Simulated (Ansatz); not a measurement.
One geometry of Cu(NH3)(NH2) (CuN₂H₅), several levels of theory.

```yaml
crystal:
  periodic: [false, false, false]
  atoms:
    - {symbol: Cu, position_ang: [0.000078, -0.062714, -0.323514]}
    - {symbol: N, position_ang: [-0.002837, -0.008930, 1.604572]}
    - {symbol: H, position_ang: [0.049558, 0.944173, 1.955319]}
    - {symbol: H, position_ang: [0.787998, -0.520771, 1.989647]}
    - {symbol: H, position_ang: [-0.849373, -0.428084, 1.983190]}
    - {symbol: N, position_ang: [0.000354, -0.280948, -2.122057]}
    - {symbol: H, position_ang: [0.813254, 0.168007, -2.542214]}
    - {symbol: H, position_ang: [-0.799030, 0.189288, -2.544932]}
basis:
  gaussian: {orbitals: def2-TZVP, initial_orbitals: start.molden}
correlation: {method: mp2, frozen_orbitals: {Cu: 9, H: 0, "N": 1}}
scf: {omitted_lower_state_checks: [starts]}
output: {orbitals: {seedname: orbitals}}
```

The file start.molden holds the orbitals of an earlier run on this structure, at another level or in another basis.

```sh
$ ansatz run in.yaml --threads 4 --pin off --events-out ev --progress --plain --max-ram 3916MiB
```

It prints (some lines left out):

```
Functional definition: HF
  name "HF"
  cite "Fock, Z. Phys. 61, 126 (1930) doi:10.1007/BF01340294"
  parent pbe
  exchange = exact_x
  correlation = 0
these checks for a lower state are left out or cut short: starts
1115 factors; integrals over basis functions are off by at most 1.1e-3 eV
mean field evaluation 1: about -47640.1805 eV, gradient 2.7e1 eV
mean field evaluation 2: about -47641.0386 eV, gradient 1.4e0 eV
mean field evaluation 4: about -47641.3424 eV, gradient 5.7e-2 eV
mean field evaluation 8: about -47641.3425 eV, gradient 1.6e-6 eV
mean field -47641.34245286 eV, -1750.7870426808 hartree, gradient 6.1e-6 eV, S^2 0.000000; 0 other end points of the search recorded, 0 dependent functions left out
11 core orbitals not correlated: weight in the atoms' cores, before any rotation towards them, 1.000 or more for the frozen orbitals, at most 0.000 for the correlated occupied ones
reference -47641.34245286 eV, -1750.7870426808 hartree; 13, 13 occupied and 113, 113 virtual orbitals, 1115 factors
second order -24.90951180 eV of doubles, -0.00000000 eV of singles
Total energy: -47666.25196466 eV, -1751.7024503554 hartree
Checks for a lower state left out: starts
```

Hardware: 4 threads of Arm Neoverse V1 on a shared host. Wall time 0.9 s.

The first input with `hamiltonian: {xc: pbe0, dispersion: d4}` and without the key `correlation` (abridged; 1.2 s):

```
Functional definition: PBE0
mean field -47694.38408368 eV, -1752.7362866606 hartree, gradient 8.4e-5 eV, S^2 0.000000
Total energy: -47694.46915384 eV, -1752.7394129314 hartree
Checks for a lower state left out: starts
```

First input, but with `hamiltonian: {xc: {name: r2SCANh}, dispersion: d4}` and without the key `correlation` (abridged; 2.3 s):

```
Functional definition: r2SCANh
mean field -47701.83560252 eV, -1753.0101249271 hartree, gradient 1.4e-5 eV, S^2 0.000000
Total energy: -47701.86176624 eV, -1753.0110864261 hartree
Checks for a lower state left out: starts
```

First input, but with `gaussian: {orbitals: STO-3G}`, `hamiltonian: {xc: hf}` and without the key `correlation` (abridged; 0.2 s):

```
Functional definition: HF
mean field evaluation 16: about -47091.3044 eV, gradient 1.1e-1 eV
mean field evaluation 32: about -47091.4160 eV, gradient 1.7e-1 eV
mean field -47091.41931851 eV, -1730.5777402449 hartree, gradient 6.9e-6 eV, S^2 0.000000
Total energy: -47091.41931851 eV, -1730.5777402449 hartree
Checks for a lower state left out: starts
```

The first input with `hamiltonian: {xc: r2scan, dispersion: d4}`, `output: {forces: true, orbitals: {seedname: orbitals}}` and without the key `correlation` (abridged; 2.3 s):

```
Functional definition: r2SCAN
mean field -47702.67798171 eV, -1753.0410817915 hartree, gradient 1.2e-5 eV, S^2 0.000000
Total energy: -47702.70257589 eV, -1753.0419856108 hartree
Atom 0 force     0.000231     0.000409    -0.001699 eV/Å
Atom 1 force    -0.000322     0.002110     0.001948 eV/Å
Atom 2 force     0.000071    -0.001668    -0.000260 eV/Å
Atom 3 force    -0.000628    -0.000177    -0.001131 eV/Å
Atom 4 force     0.000823    -0.000141    -0.001157 eV/Å
Atom 5 force    -0.001100     0.000066     0.001303 eV/Å
Atom 6 force     0.000258     0.000086     0.000395 eV/Å
Atom 7 force     0.000666    -0.000685     0.000601 eV/Å
Dipole moment:     0.000916     0.279135     1.336045 e Å
Checks for a lower state left out: starts
```

Geometry: r2SCAN-D4/def2-TZVP.

Correlated methods freeze 11 core orbitals. At MP2/def2-TZVP the test of the restricted singlet for broken spin symmetry was undecided.
